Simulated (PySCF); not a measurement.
CuH2O2, SMILES [OH][Cu][OH] (connectivity only; charge and spin as stated), neutral, multiplicity 2.

Geometry optimised at PBE0-D3(BJ)/def2-TZVP. The multiplicity is an assumed one; other spin states were not compared. The values are those of a single conformer.

Calculation: TDA-ωB97X/def2-SVPD (PySCF 2.14.0).

Vertical excitations. Gas-phase values at a fixed geometry.

Estimate the UV-visible absorptions. (An estimate is asked for; the answer gives what the named calculation found.)


| state | energy (eV) | λ (nm) | f | main pairs |
|---|---|---|---|---|
| root 1 | 0.45 | 2750 | 0.000 | β HOMO−1→LUMO 88 % |
| root 2 | 0.90 | 1385 | 0.000 | β HOMO−2→LUMO 68 %, β HOMO−4→LUMO 28 % |
| root 3 | 1.64 | 758 | 0.000 | β HOMO−5→LUMO 77 %, β HOMO−7→LUMO 23 % |
| root 4 | 1.65 | 751 | 0.000 | β HOMO−6→LUMO 99 % |
| root 5 | 2.63 | 471 | 0.177 | β HOMO→LUMO 93 % |
| root 6 | 2.87 | 432 | 0.001 | β HOMO−4→LUMO 69 %, β HOMO−2→LUMO 30 % |
| root 7 | 3.79 | 327 | 0.000 | β HOMO−7→LUMO 64 %, β HOMO−5→LUMO 21 %, β HOMO−1→LUMO 11 % |
| root 8 | 4.41 | 281 | 0.000 | β HOMO−3→LUMO 87 % |
| root 9 | 6.48 | 191 | 0.036 | β HOMO→LUMO+1 88 % |
| root 10 | 6.53 | 190 | 0.000 | β HOMO−8→LUMO 95 % |
Unrestricted roots are not spin-pure.
